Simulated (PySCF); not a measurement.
A species of formula C6H11F2NSi has this rotational fingerprint, computed with PBE0/pcSseg-1 in PySCF (dipole) on a GFN2-xTB geometry, gas phase:

* Rotational constants: A = 940.2, B = 843.1, C = 508.4 MHz
* Dipole components: |μa| = 2.31 D, |μb| = 0.01 D, |μc| = 1.54 D
* Inertial defect: -142.92 u·Å²
* κ: 0.55

Problem. Which structure is it? (One computed conformer of each.)
A. `[CH:1]#[C:2][CH2:3][C@@H:4]([CH2:5][CH:6]([F:7])[F:8])[NH:9][SiH3:10]` with C2–C3–C4–C5 64°, C3–C4–C5–C6 -173°, C4–C5–C6–F7 73°, C3–C4–N9–Si10 90°
B. `[CH3:1][CH2:2][C@@H:3]1[C@@H:4]2[NH:5][SiH2:6][C@@:7]1([F:8])[C@@H:9]2[F:10]` with C1–C2–C3–C4 161°
C. `[CH2:1]=[C:2]([F:3])[C@@H:4]1[CH2:5][C@@H:6]([F:7])[CH2:8][N:9]1[SiH3:10]` with C1–C2–C4–C5 -144°, C2–C4–C5–C6 -91°, C4–C5–C6–F7 -131°, C5–C6–C8–N9 -11°, C6–C8–N9–Si10 -170°
D. `[F:1][C@@H:2]1[CH2:3][CH2:4][NH:5][Si@H:6]1[C@@H:7]1[CH2:8][C@@H:9]1[F:10]` with N5–Si6–C7–C8 15°, F1–C2–C3–C4 -160°, C2–C3–C4–N5 33°, C3–C4–N5–Si6 -8°, C4–N5–Si6–C7 -131°

Solution. A. It is C#CC[C@@H](CC(F)F)N[SiH3], an asymmetric top, point group C1. The candidates at the same level (rigid rotor, commonest isotopes):

```tsv
SMILES	A (MHz)	B (MHz)	C (MHz)	μa (D)	μb (D)	μc (D)	Δ (u·Å²)	point group	rotor
CC[C@@H]1[C@@H]2N[SiH2][C@@]1(F)[C@@H]2F	1364	1114	953.3	0.13	2.82	1.36	-294.09	C1	asymmetric top
C=C(F)[C@@H]1C[C@@H](F)CN1[SiH3]	1341	1020	683.0	1.51	0.29	0.54	-132.45	C1	asymmetric top
C#CC[C@@H](CC(F)F)N[SiH3]	940.2	843.1	508.4	2.31	0.01	1.54	-142.92	C1	asymmetric top
F[C@@H]1CCN[Si@H]1[C@@H]1C[C@@H]1F	2037	735.2	623.2	1.07	0.73	1.63	-124.56	C1	asymmetric top
```

`C=C(F)[C@@H]1C[C@@H](F)CN1[SiH3]` has A 43 % too high; `CC[C@@H]1[C@@H]2N[SiH2][C@@]1(F)[C@@H]2F` has C 87 % too high; `F[C@@H]1CCN[Si@H]1[C@@H]1C[C@@H]1F` has A 117 % too high. No structure here is proved a minimum.
